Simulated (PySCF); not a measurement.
SMILES OB(O)CB(O)O (CH₆B₂O₄) (PBE0/def2-SVP optimised geometry):

```
13

B     -0.273     0.966     0.000
O     -0.941     2.153     0.000
O     -0.996    -0.188    -0.002
C      1.314     0.966     0.000
B      1.894    -0.226     0.837
O      2.821    -0.139     1.834
O      1.403    -1.482     0.564
H     -1.894     2.006     0.002
H     -0.413    -0.959     0.071
H      1.709     1.955     0.273
H      1.602     0.783    -1.053
H      3.121     0.762     1.985
H      1.794    -2.153     1.135
```

Method: PBE0/def2-TZVP run with PySCF.

Question: What are the frontier orbital energies and the dipole moment?

Answer: HOMO-2 -9.50 eV, HOMO-1 -8.97 eV, HOMO -8.85 eV, LUMO 0.41 eV, LUMO+1 1.09 eV; dipole moment 1.69 D.

On the same geometry PBE/def2-TZVP in PySCF gives HOMO-2 -7.84 eV, HOMO-1 -7.36 eV, HOMO -7.24 eV, LUMO -0.40 eV, LUMO+1 0.09 eV; dipole moment 1.66 D.

Meta-Löwdin charges at PBE0/def2-TZVP: B1 0.46, O2 -0.53, O3 -0.54, C4 -0.49, B5 0.46, O6 -0.53, O7 -0.54, H8 0.35, H9 0.36, H10 0.13, H11 0.16, H12 0.36, H13 0.36.
